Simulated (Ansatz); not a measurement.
Consider the cleavage of the P–Si bond: `O[SiH](P)S` + CH₃NH₂ → `CNP` + `O[SiH2]S`.

Calculated with Ansatz (gas phase, PBE0-D4/def2-TZVP geometries, no zero-point term in ΔE). CBS: MP2 limit from def2 TZ/QZ plus the TZ coupled-cluster correction, frozen cores. Functionals use def2-TZVPP. One conformer a species, not always the lowest.

```csv
species,BLYP-D4 energy (Eh)
`O[SiH](P)S`,-1107.41259
CH₃NH₂,-95.85528
`CNP`,-437.81734
`O[SiH2]S`,-765.43347
```

Q: Work out ΔE.

A: ΔE = (-437.81734) + (-765.43347) − (-1107.41259) − (-95.85528) = 0.01706 Eh = +10.7 kcal/mol. CCSD(T)/CBS gives +11.2 kcal/mol.

Largest T1 diagnostic among the species: 0.013.

From BLYP to BHLYP (50 % exact exchange), in def2-TZVPP and without D4, ΔE moves by −1.5 kcal/mol. At CCSD(T), def2-SVP lies −0.9 kcal/mol from the extrapolated value and def2-TZVPP −0.5 kcal/mol. Leaving LDA and LC-ωPBE aside and taking each functional with its dispersion term where it has one, the values, not all of them listed here, spread over 4.3 kcal/mol, from CAM-B3LYP-D4 to PBE-D4. LDA lies −0.8 kcal/mol from PBE without D4.
